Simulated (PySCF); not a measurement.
## Static response to an electric field

C6H5NOS.
Cartesian coordinates in Å at the GFN2-xTB level; atoms count from 1:
```
atom  x, y, z in Å
C1     3.6691    0.9191    0.3593
C2     2.6683    0.2621    0.4497
C3     1.4713   -0.4790    0.5441
C4     0.1872    0.0789    0.3022
C5    -0.7688   -0.8827    0.4705
O6    -2.1058   -0.8492    0.3558
C7    -2.6736    0.3919   -0.0097
S8    -0.0084   -2.3831    0.9111
N9     1.4937   -1.7517    0.8686
H10    4.5491    1.4853    0.2856
H11    0.0234    1.1038    0.0283
H12   -2.3097    0.7178   -0.9885
H13   -2.4488    1.1615    0.7346
H14   -3.7476    0.2249   -0.0535
```

Level: PBE0/def2-SVPD (PySCF), static field, nuclei fixed, core orbitals frozen in the response. The polarisability tensor in these axes (au):

```
x   135.08  18.93   1.05
y    18.93 104.79  -9.75
z     1.05  -9.75  63.23
```

Task: What are the eigenvalues, a third of the trace, and Δα (Δα² = ½Σ(αi − αj)² over the three pairs)?

Result: Principal values 60.66, 98.13 and 144.31 au; mean 101.03 au = 14.97 Å³ = 16.66 × 10⁻⁴⁰ C²·m²/J; Δα = 72.58 au (72 % of the mean).

Task: What is the dipole moment, and where does it point?

Result: (-2.50, 2.90, -0.94) D, 3.95 D in size, pointing from the negative to the positive side. Measured along this direction, the outermost atoms are N9 at the negative end and H14 at the positive end.

Task: In a dilute gas of rigid molecules at 273 K, how does the orientational term μ²/3kT compare with the electronic polarisability?

Result: In Gaussian units μ²/3kT = 137.64 Å³ against 14.97 Å³, a ratio of 9.19; the Debye molar polarisation (4π/3)N_A(α + μ²/3kT) is 385.0 cm³/mol, leaving out the vibrational part.

Task: Sum over states: ᾱ = Σ f/ω², ω in Eh. What share falls to these 6 lowest TDDFT singlets (eV, f)? 5.13, 0.1195; 5.31, 0.0014; 5.31, 0.2120; 5.43, 0.0012; 5.61, 0.0005; 5.94, 0.0001.

Result: They add up to 9.01 au, 8.9 % of the 101.03 au; the largest single term is 5.56 au, from the state at 5.31 eV. Terms in order: 3.37, 0.04, 5.56, 0.03, 0.01, 0.00 au. Higher excitations give the rest. The strengths listed sum to 0.335.

Task: Find the Langevin capture rate constant for O2+ (31.990 u) meeting this molecule (139.009 u), k = 2.342 × 10⁻⁹ cm³/s × √(α in Å³ / reduced mass in u).

Result: The reduced mass is 26.01 u, so k = 1.78 × 10⁻⁹ cm³/s. The formula leaves out the permanent dipole, which adds to the capture rate.

One conformer (not necessarily the lowest) at the GFN2-xTB geometry, without solvent, vibrations or thermal averaging.
